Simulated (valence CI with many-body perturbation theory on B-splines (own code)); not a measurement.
Results of a calculation; reference values are marked as such.
# Sensitivity of CI+MBPT for Zr33+

Level of theory: relativistic CI+MBPT: five valence electrons over a frozen Dirac-Fock core [He], a basis of 6 s, 6 p, 5 d, 3 f, 1 g functions for each j, with the one-electron correlation potential Σ1, the two-electron term Σ2, the three-electron term Σ3, Breit, model QED; selected CI, second order for the rest, scaled by the run's own slope (own B-spline code, finite nucleus).

The last digits are not significant, and no measured levels were compared; by estimate large intervals hold to a few tenths of a per cent, small ones and those within an open d or f shell to about a per cent. Among the levels kept, up to 4200 cm⁻¹ of a level comes from second order outside the variational space, and about a tenth of that is noise between levels of different J, which matters for small intervals.

The reference run has the lowest level (2s^2 2p1/2^2 2p3/2) J=3/2 and an ionisation energy of 4296.04 eV. Its largest variational space holds 12632 state functions.

Levels are named by their leading jj configuration (3d3/2^4 stands for four electrons in 3d with j = 3/2), which in mixed levels can hold well under half, so a name can repeat and another be missing. Letters in brackets count levels of one name in rising energy.

Changed runs:
A. core polarisation of operators on → off
B. highest l in the core sums 6 → 5; shift of the energy in Σ1 (hartree) 0 → 16.044
C. correlating orbitals by l 3 3 3 2 1 → 1 2 4 2 3; orbitals per symmetry with explicit Σ2 and valence Breit (the others get mean screening factors) 5 → 1
D. start configuration 2s2 2p3 → 2s5 (bad on purpose)

Excitation energies of the reference run in cm⁻¹, and shifts in cm⁻¹:

```csv
Level,Reference,A,B,C
(2s^2 2p1/2 2p3/2^2) J=3/2,631002,0,+4.9,-195
(2s^2 2p1/2 2p3/2^2) J=5/2,751170,0,+5.1,-135
(2s^2 2p1/2 2p3/2^2) J=1/2,908564,0,+5.1,+152
(2s^2 2p3/2^3) J=3/2,1539310,0,+10,-77
(2s 2p1/2^2 2p3/2^2) J=5/2,1797170,0,-17,-115
(2s 2p1/2^2 2p3/2^2) J=1/2,2136520,0,-16,+290
(2s 2p1/2^2 2p3/2^2) J=3/2,2138400,0,-16,+29
(2s 2p1/2 2p3/2^3) J=3/2 [a],2593650,0,-13,-20
(2s 2p1/2 2p3/2^3) J=5/2,2759350,0,-12,-51
(2s 2p1/2 2p3/2^3) J=1/2,2936220,0,-12,+126
(2s 2p1/2 2p3/2^3) J=3/2 [b],3030530,0,-12,+44
(2s 2p3/2^4) J=1/2,3709070,0,-7.4,+215
Ionisation energy (eV),4296.04,0,+0.0058,-0.07
```

No effect on these energies: A.

Run D: It gave no result: a shell was given more electrons than it holds. The program said: "a valence shell holds more than 4l+2 electrons".
